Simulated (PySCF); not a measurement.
**How methods differ on the ionisation energy of Ca⁸⁺**

Ca⁸⁺ [Ne] 3s2 (1S) → Ca⁹⁺ [Ne] 3s1 (2S), as a difference of total energies. All numbers are calculated (PySCF 2.14, the spin-free X2C one-electron Hamiltonian (Gaussian nucleus), in an even-tempered Gaussian basis (19 s from 0.4 bohr⁻², ratio 2.5; 12 p from 0.52 bohr⁻², ratio 2.5; 5 d from 2.4 bohr⁻², ratio 2.7; 4 f from 3.5 bohr⁻², ratio 2.7)). Correlated levels: outer shells: 1s2 frozen; virtual orbitals above 40 to 60 times the deepest correlated orbital energy dropped. The calculations carry no spin-orbit coupling.

```json
{"method": "UHF", "ionisation energy (eV)": "186.25", "difference from reference (eV)": "-2.29"}
{"method": "MP2 (outer shells)", "ionisation energy (eV)": "188.08", "difference from reference (eV)": "-0.46"}
{"method": "SCS-MP2 (outer shells)", "ionisation energy (eV)": "188.26", "difference from reference (eV)": "-0.28"}
{"method": "CCSD (outer shells)", "ionisation energy (eV)": "188.45", "difference from reference (eV)": "-0.09"}
{"method": "CCSD(T) (outer shells)", "ionisation energy (eV)": "188.50", "difference from reference (eV)": "-0.04"}
```

Reference: 188.54 ± 0.06 eV (semi-empirical (NIST evaluation); NIST Atomic Spectra Database, ionization energies).
